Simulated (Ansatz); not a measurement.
`F[CH2][SnH2][Cl]` and `F[CH2][SnH2][F]` differ in one atom or group.

Ansatz, PBE0-D4/def2-TZVP geometries, multiplicity 1. Each molecule was computed in one conformer, which needn't be the lowest.

Elements past krypton have def2 core potentials.

| property | `F[CH2][SnH2][Cl]` |
| --- | --- |
| HOMO–LUMO gap (PBE0/def2-TZVPP) / eV | 7.49 |
| HOMO–LUMO gap (PBE/def2-TZVPP) / eV | 5.31 |
| size of the dipole moment (PBE/def2-TZVPP) / D | 2.56 |
| HOMO energy (B3LYP/def2-TZVPP) / eV | -8.00 |
| LUMO energy (PBE0/def2-TZVPP) / eV | -0.73 |
| LUMO energy (ωB97M-V/def2-TZVPP) / eV | 0.92 |

Q: Give the same properties after the change, and the shifts. (Best estimate.)

A: The calculation gave: 
| property | `F[CH2][SnH2][F]` | shift |
| --- | --- | --- |
| HOMO–LUMO gap (PBE0/def2-TZVPP) / eV | 7.57 | 0.08 |
| HOMO–LUMO gap (PBE/def2-TZVPP) / eV | 5.35 | 0.04 |
| size of the dipole moment (PBE/def2-TZVPP) / D | 1.24 | -1.32 |
| HOMO energy (B3LYP/def2-TZVPP) / eV | -8.22 | -0.22 |
| LUMO energy (PBE0/def2-TZVPP) / eV | -0.85 | -0.12 |
| LUMO energy (ωB97M-V/def2-TZVPP) / eV | 0.72 | -0.20 |

With PBE0 the HOMO falls by 0.21 eV and the LUMO falls by 0.12 eV, so the gap widens by about 0.09 eV. PBE moves the HOMO by -0.14 eV and ωB97M-V by -0.23 eV. Dipoles are sizes alone; their direction can turn.

B3LYP here is the variant with VWN-RPA as its local correlation; programs differ in this.
